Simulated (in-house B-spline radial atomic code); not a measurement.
**Ionising Xe IX (Xe8+) with different functionals**

Computed with an all-electron radial atomic-structure program (B-spline basis): four-component Dirac-Coulomb Hamiltonian, Fermi nucleus of rms radius 4.7859 fm, spin-restricted, spherical fractional occupations for the functionals. The ionisation energy is the difference of two self-consistent energies, [Kr] 4d10 → [Kr] 4d9, without Breit or QED terms; ε is the level of the shell that loses the electron (mean over j). The electron is taken from both j subshells in proportion to 2j + 1, so the result is a j average, not the step between ground levels.

Hybrids are left out here: with spherical fractional occupations of an open shell their exact exchange keeps a self-interaction that integer-occupation calculations don't have.

| method | rung | ΔSCF (eV) | -ε(4d) (eV) |
| --- | --- | --- | --- |
| LDA VWN5 | LDA | 180.24 | 167.92 |
| relativistic LDA | LDA | 180.24 | 167.92 |
| LDA PW92 | LDA | 180.23 | 167.91 |
| LDA exchange-only | LDA | 178.11 | 165.81 |
| PBE | GGA | 180.11 | 167.78 |
| PBEsol | GGA | 180.03 | 167.71 |
| BLYP | GGA | ? | ? |
| RPBE | GGA | 180.07 | 167.73 |
| PW91 | GGA | 180.21 | 167.88 |
| BP86 | GGA | ? | ? |
| AM05 | GGA | 180.04 | 167.72 |
| OLYP | GGA | 180.81 | 168.44 |

(1) What does BP86 give?

(2) What does BLYP give?

(3) How do they compare with the NIST value?

Results:

(1) ΔSCF 180.16 eV, and -ε(4d) = 167.83 eV.

(2) ΔSCF 179.85 eV, and -ε(4d) = 167.53 eV.

(3) NIST lists 179.8 eV ± 0.12 (measured, ground level to ground level). Errors run from -1.73 to +0.97 eV; BLYP is closest (+0.01 eV), but part of that can be cancellation, since the calculations leave out Breit-QED terms, spin polarisation, the choice among j levels, multiplet and fine-structure energies.
